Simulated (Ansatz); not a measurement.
Start from `C[SiH](O)O[SiH](O)O` and change one atom or group to get `C[SiH](O)O[SiH2]O`.

Ansatz, PBE0-D4/def2-TZVP geometries, multiplicity 1. Each molecule was computed in one conformer, which needn't be the lowest.

| property | `C[SiH](O)O[SiH](O)O` |
| --- | --- |
| LUMO energy (PBE0/def2-TZVPP) / eV | 0.64 |
| HOMO energy (ωB97M-V/def2-TZVPP) / eV | -10.48 |
| size of the dipole moment (PBE/def2-TZVPP) / D | 2.32 |
| HOMO–LUMO gap (ωB97M-V/def2-TZVPP) / eV | 12.54 |
| LUMO energy (PBE/def2-TZVPP) / eV | -0.25 |
| size of the dipole moment (ωB97M-V/def2-TZVPP) / D | 2.44 |

Question: What does the change do to each property? (Best estimate.)

Answer: Computed: 
| property | `C[SiH](O)O[SiH2]O` | shift |
| --- | --- | --- |
| LUMO energy (PBE0/def2-TZVPP) / eV | 0.26 | -0.38 |
| HOMO energy (ωB97M-V/def2-TZVPP) / eV | -10.57 | -0.09 |
| size of the dipole moment (PBE/def2-TZVPP) / D | 1.55 | -0.77 |
| HOMO–LUMO gap (ωB97M-V/def2-TZVPP) / eV | 12.34 | -0.20 |
| LUMO energy (PBE/def2-TZVPP) / eV | -0.62 | -0.37 |
| size of the dipole moment (ωB97M-V/def2-TZVPP) / D | 1.67 | -0.77 |

With PBE0 the HOMO falls by 0.11 eV and the LUMO falls by 0.38 eV, so the gap narrows by about 0.27 eV. PBE moves the HOMO by -0.14 eV and ωB97M-V by -0.09 eV. Dipoles are sizes alone; their direction can turn.
